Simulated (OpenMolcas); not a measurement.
**P+: the spin-orbit constant, Slater's ratio, thermal populations, worked from levels**

| Item | Value |
| --- | --- |
| Program | OpenMolcas 26.06 |
| Basis | ANO-R2 [5s4p3d1f] |
| Scalar Hamiltonian | X2C, finite nucleus |
| Active space | 2 electrons in 3 orbitals (3p) |
| State averaging | 2S+1 = 3 even, 3 roots; 2S+1 = 1 even, 6 roots |
| Spin-orbit coupling | RASSI with atomic mean-field integrals over the reference wave functions, term energies averaged over their components |

Methods: CASSCF; SS-CASPT2, IPEA 0.25 Eh, imaginary shift 0.1 Eh (closed shells correlated: 2s 2p 3s). Measured levels: NIST Handbook of Basic Atomic Spectroscopic Data.

**The spin-orbit constant.** For the Hund term ³P of p2, E(J) = (A/2) J(J+1) + constant and ζ = 2S·A = 2A. From J = 0 to J = 2 the energy changes by 3 A.

| Source | E(2) - E(0) | A | ζ |
| --- | --- | --- | --- |
| CASSCF | 424.1 | 141.4 | 283 |
| SS-CASPT2 | 424.6 | 141.5 | 283 |
| measured | 469.1 | 156.4 | 313 |

All in cm-1. SS-CASPT2 is off by -9.5 % and CASSCF by -9.6 %. Both methods take the spin-orbit matrix elements from the reference wave functions, so the second can move ζ only through the term energies and any multistate remixing. Second-order mixing with other terms is absorbed into this ζ.

**Slater's ratio.** With one set of orbitals, p2 has ¹D - ³P = 6 F2 and ¹S - ¹D = 9 F2 (F2 = F²/25), a ratio of 3/2. Term energies are centres of gravity, weighted by 2J + 1.

| Source | ¹D - ³P | ¹S - ³P | F2 from the first | Ratio |
| --- | --- | --- | --- | --- |
| CASSCF | 11311 | 28042 | 1885 | 1.479 |
| SS-CASPT2 | 8704 | 21718 | 1451 | 1.495 |
| measured | 8567 | 21260 | 1428 | 1.482 |

Energies in cm-1. A ratio away from 3/2 shows effects beyond one configuration with one set of orbitals, and in heavier atoms second-order spin-orbit shifts.

**Thermal populations.** Z = Σ (2J + 1) exp(-E/kT) with k = 0.695035 cm-1/K, over the levels below. No other level of either list lies under 45600 cm-1, which is above 7 kT at each temperature.

| Level | 2J + 1 | SS-CASPT2 | measured |
| --- | --- | --- | --- |
| 3s² 3p² ³P₀ | 1 | 0.0 | 0.0 |
| 3s² 3p² ³P₁ | 3 | 148 | 165 |
| 3s² 3p² ³P₂ | 5 | 425 | 469 |
| 3s² 3p² ¹D₂ | 5 | 8990 | 8882 |
| 3s² 3p² ¹S₀ | 1 | 22000 | 21576 |

| T (K) | Z, SS-CASPT2 | Z, measured levels | Ground level (%), SS-CASPT2 | Ground level (%), measured levels |
| --- | --- | --- | --- | --- |
| 3000 | 7.940 | 7.835 | 12.6 | 12.8 |
| 5000 | 8.677 | 8.620 | 11.5 | 11.6 |
| 8000 | 9.565 | 9.541 | 10.5 | 10.5 |

At 8000 K, kT = 5560 cm-1, and the computed levels give Z = 1.000 + 2.921 + 4.632 + 0.993 + 0.019 = 9.565.

CASPT2 breaks the degeneracy within a term, and the mean is taken; among the terms shown or strongly mixed into the levels shown the widest spread is 120 cm-1 (3s² 3p² ¹D, SS-CASPT2). With the s shell closed, the reference lacks s² → p² mixing. Without dynamic correlation excited terms often stand tens of per cent too high (terms of higher spin than the ground term too low), and those without a measured partner can miss by more than the paired ones (holds for CASSCF). Computed and measured levels are paired by configuration, term and J; levels that our copy of the source lacks, or whose pairing is in doubt (as where it misses far off the trend of its configuration), stay unpaired and out of the deviations. Only configurations of the active space appear.
